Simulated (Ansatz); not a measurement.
Al₃FH₅NO, SMILES `[NH2][AlH][AlH][O][AlH][F]`, relaxed with RKS PBE0-D4/def2-TZVP in Ansatz 0.2.0 from a PBE-D4/def2-SVP geometry. The force threshold is 0.005 eV/Å; the program also tests the step.

Total charge 0; spin multiplicity 1.

Start:

```xyz
11

N    -1.604    0.297    1.099
Al   -0.963    1.730    0.235
Al    0.914    1.073   -1.421
O     1.563   -0.505   -1.056
Al    1.381   -1.932   -0.148
F    -0.175   -2.332    0.380
H    -1.326   -0.674    0.910
H    -2.337    0.316    1.814
H    -1.593    3.152    0.638
H     1.586    1.788   -2.693
H     2.553   -2.913    0.241
```

Q: How much energy does the relaxation release, and in how many steps? (Estimate.)

A: Computed: 7.80 kJ/mol, in 32 steps, 1 of them rejected.

Q: Which bonds change most? (Best estimate.)

A: Ansatz gave: Al3–O4 from 1.744 to 1.707 Å; Al5–F6 from 1.691 to 1.657 Å; O4–Al5 from 1.702 to 1.670 Å; N1–Al2 from 1.792 to 1.770 Å.

Q: Give the relaxed structure. (Best estimate.)

A: Ansatz gave: 
```xyz
11

N    -1.662    0.382    1.171
Al   -1.092    1.695    0.131
Al    0.990    1.061   -1.275
O     1.537   -0.533   -1.006
Al    1.415   -2.014   -0.245
F     0.181   -2.232    0.839
H    -1.231   -0.530    1.226
H    -2.456    0.433    1.790
H    -1.911    3.060    0.190
H     1.840    1.894   -2.334
H     2.388   -3.215   -0.486
```
